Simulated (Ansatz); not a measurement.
A structure relaxed at r2SCAN-D4/def2-SVP in Ansatz, charge 0, singlet:

```csv
atom,x (Å),y (Å),z (Å)
Pd1,-1.539,0.211,0.318
Pd2,0.450,-0.061,-1.519
Pd3,0.360,-1.423,0.600
Pd4,0.729,1.273,0.602
```

Task: Give its formula and point group.

Result: Pd₄. Point group D2d (tolerance 0.1 Å).

Task: Summarise the bond lengths by kind (pairs closer than 1.2 times the sum of covalent radii, bridged metal pairs left out).

Result: 6 × Pd–Pd 2.52 to 2.72 Å.

In the def2 sets Pd takes a core potential; there is no spin–orbit coupling. The restricted singlet is unstable towards broken spin symmetry at other levels; at r2SCAN-D4/def2-SVP this wasn't settled. An occupied level of the charge 0 singlet lies above an empty one (by up to 0.09 eV), so this SCF solution is probably not the lowest. The relaxation made no stability test and no search for a lower SCF solution. At r2SCAN-D4/def2-SVP a triplet of charge 0 lies 0.61 eV below the restricted singlet, each at its own geometry. The structure comes from a short search, and lower isomers may exist.
